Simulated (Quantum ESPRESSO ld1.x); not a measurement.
Results of a calculation; reference values are marked as such.
Species: Zr+. Configuration: [Kr] 4d2 5s1. Code: ld1.x of Quantum ESPRESSO 7.5. Model: scalar-relativistic Kohn-Sham, LDA (Slater exchange, Perdew-Wang correlation), spin-polarised, spherical densities, point nucleus; open shells are filled with parallel spins first.

Radial electron density D(r) = 4 pi r^2 rho(r):

r (bohr),D(r) (e/bohr),spin D(r)
0.005212,11.71,0.00164
0.00712,18.26,0.00250
0.009727,26.95,0.00356
0.01339,37.17,0.00456
0.0183,46.00,0.00480
0.0252,50.25,0.00341
0.03443,47.85,0.000202
0.04741,42.83,-0.00261
0.06477,44.70,0.00114
0.0892,55.94,0.0183
0.1219,61.26,0.0496
0.1678,48.60,0.101
0.2293,37.21,0.174
0.3157,43.45,0.208
0.4313,42.36,0.0944
0.5893,23.23,0.000866
0.8115,10.55,0.257
1.109,9.283,0.716
1.527,6.357,1.01
2.086,2.643,1.07
2.872,1.038,0.852
3.924,0.4177,0.409
5.404,0.08418,0.0841
7.383,0.005972,0.00597

D(r) has 3 maxima, at r = 0.0260, 0.115, 0.368 bohr, and minima at 0.0526, 0.235 bohr, inside which lie 2.03, 11.05 electrons.
